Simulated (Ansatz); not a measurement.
Harmonic frequencies (cm⁻¹) at PBE0-D4/def2-TZVP from Ansatz: 201, 213, 624, 668, 712, 962, 1001, 1052, 1197, 1412, 3128, 3147.

Problem. Which molecule is it?
A. `FC#[C][AlH2]`
B. `[F][Al]1[CH]=[CH]1`
C. `F[C]1=[CH][AlH]1`
D. `C#[C][AlH][F]`

Solution. B.
